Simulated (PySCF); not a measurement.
Removal energies of Zr²²⁺ from EOM-IP-GCCSD

Reference: closed-shell Zr²²⁺, [Ar]; one electron is removed. Calculated with PySCF 2.14, two-component X2C-1e with screened spin-orbit coupling, an uncontracted even-tempered set (19 s from 0.9 bohr⁻², ratio 2.6; 14 p from 1.2 bohr⁻², ratio 2.6; 6 d from 1.2 bohr⁻², ratio 2.8; 3 f from 25 bohr⁻², ratio 2.8); frozen [Ne]; the 64 highest virtual spinors dropped; of the others 50 kept and the rest restored at second order. No Breit or QED terms. Binding energies in eV.

```json
{"level": "3s1/2", "Koopmans": "1197.9", "second order": "1187.2", "EOM-CCSD": "1181.5"}
{"level": "3p1/2", "Koopmans": "1111.5", "second order": "1111.6", "EOM-CCSD": "1111.7"}
{"level": "3p3/2", "Koopmans": "1092.6", "second order": "1092.8", "EOM-CCSD": "1093.0"}
```

In EOM-CCSD the overlap with the one-orbital guess is low for 3s1/2 (weight 0.75). That can mean mixing with two-hole, one-particle states, where second order and EOM-CCSD lose accuracy, or only a rotation among the degenerate components of the shell; the terms of those configurations are not listed.

For comparison, the ionisation energy of Zr²²⁺ is 1092 ± 3 eV (semi-empirical (NIST evaluation); NIST Atomic Spectra Database, ionization energies).
